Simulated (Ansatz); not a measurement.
Compare A (`C[SiH]1[CH2][GeH2]1`) with its isomer B (`C=[C]([SiH3])[GeH3]`).

Computed with Ansatz on PBE0-D4/def2-TZVP structures; ΔE is electronic, products minus reactants. CCSD(T)/CBS adds triple-zeta CCSD(T) − MP2 to the extrapolated MP2 energy (def2 sets, frozen cores). Functionals use def2-TZVPP. B3LYP here is the variant with VWN-RPA as its local correlation; programs differ in this. For Ge outer-core shells are correlated without core-valence functions, which leaves a few kJ/mol of doubt a bond. Scalar relativity is left out up to krypton.

Which is lower in electronic energy at CCSD(T)/CBS, and by how much? (Best estimate.)

The calculation gave: A, by 35.1 kJ/mol.

Give E(B) − E(A) in kJ/mol with r2SCAN-D4, PBE0-D4, PBE-D4, MP2/def2-TZVPP, B2PLYP, B3LYP, B3LYP-D4. (An estimate is asked.)

Computed: r2SCAN-D4 51.5, PBE0-D4 55.6, PBE-D4 54.9, MP2/def2-TZVPP 37.1, B2PLYP 29.1, B3LYP 28.2, B3LYP-D4 25.8. None reverses the order clearly.

Largest T1 diagnostic: 0.012.

In def2-TZVPP, CCSD(T) changes the Hartree–Fock value by +35.0 kJ/mol (the triples alone add +2.3 kJ/mol) and MP2 by +44.5 kJ/mol.
